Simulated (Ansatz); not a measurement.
C4H7, doublet (typed; the unrestricted solution is spin-contaminated), geometry from GFN2-xTB; MP2/6-31G* run with Ansatz (a program for electronic structure).

Input for Ansatz:
Ansatz 0.2 input:
```yaml
crystal:
  periodic: [false, false, false]
  atoms:
    - {symbol: C, position_ang: [-0.58325847, 1.37317295, 0.14611055]}
    - {symbol: C, position_ang: [-0.05942705, 0.19642832, 0.02072700]}
    - {symbol: C, position_ang: [1.42649184, -0.04454817, -0.01492354]}
    - {symbol: C, position_ang: [-0.88552327, -1.07657825, -0.10483693]}
    - {symbol: H, position_ang: [-1.54492306, 1.82535471, 0.19979221]}
    - {symbol: H, position_ang: [1.97117584, 0.89045585, 0.07775033]}
    - {symbol: H, position_ang: [1.71669202, -0.70533127, 0.80104646]}
    - {symbol: H, position_ang: [1.70400310, -0.52410187, -0.95283252]}
    - {symbol: H, position_ang: [-1.94895924, -0.85682787, -0.07443627]}
    - {symbol: H, position_ang: [-0.65020825, -1.56929464, -1.04663682]}
    - {symbol: H, position_ang: [-0.63747872, -1.75110392, 0.71285412]}
basis:
  gaussian:
    orbitals: 6-31G*
magnetization: {spin_polarized: true, initial_magnetization: 1}
correlation: {method: mp2}
```

Q: What does Ansatz print? Leave out banner, timings and long lists.

A: 
```
Functional definition: HF
800 factors; integrals over basis functions are off by at most 9.5e-4 eV
mean field evaluation 1: about -4227.7655 eV, gradient 1.9e1 eV
mean field evaluation 2: about -4227.7690 eV, gradient 1.9e1 eV
mean field evaluation 4: about -4230.2595 eV, gradient 2.5e0 eV
mean field evaluation 8: about -4230.3889 eV, gradient 5.3e-1 eV
mean field evaluation 16: about -4230.4276 eV, gradient 2.6e-6 eV
mean field -4230.42759434 eV, -155.4653466052 hartree, gradient 2.6e-6 eV, S^2 0.922264; 0 other end points of the search recorded, 0 dependent functions left out
4 core orbitals not correlated
reference -4230.42759434 eV, -155.4653466052 hartree; 12, 11 occupied and 58, 59 virtual orbitals, 800 factors
second order -13.02310596 eV of doubles, -0.00000000 eV of singles
Total energy: -4243.45070030 eV, -155.9439369219 hartree
```
